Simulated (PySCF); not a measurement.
## UHF on Mg (magnesium, neutral)

Configuration: [Ne] 3s2, closed-shell 1S. All numbers are calculated (PySCF 2.14, the non-relativistic Hamiltonian (point nucleus), in cc-pVTZ (5s4p2d1f, 34 functions)).

* Total energy: -199.613347 hartree
* One-electron energy: -279.4292 hartree
* Hartree (Coulomb) energy: 95.8100 hartree
* Exchange energy: -15.9942 hartree
* Kinetic energy: 199.61094 hartree
* ⟨S²⟩: 0.0000
* ⟨L²⟩: 0.000
* Sum of ⟨r⟩: 12.26 bohr
* Sum of ⟨r²⟩: 29.60 bohr²
* Density at the nucleus (Gaussians lack the cusp): 1080 bohr⁻³
* Langevin diamagnetic susceptibility: -23.4 ×10⁻⁶ cm³/mol
* Time after the integrals: 0.05 s of wall time on 1 thread of Neoverse-V2 (shared host)

| shell | electrons | mean orbital energy (eV) | rms radius, mean of both spins (bohr) |
| --- | --- | --- | --- |
| 1s | 2 | -1334.2 | 0.152 |
| 2s | 2 | -102.52 | 0.756 |
| 2p | 6 | -62.098 | 0.773 |
| 3s | 2 | -6.886 | 3.52 |
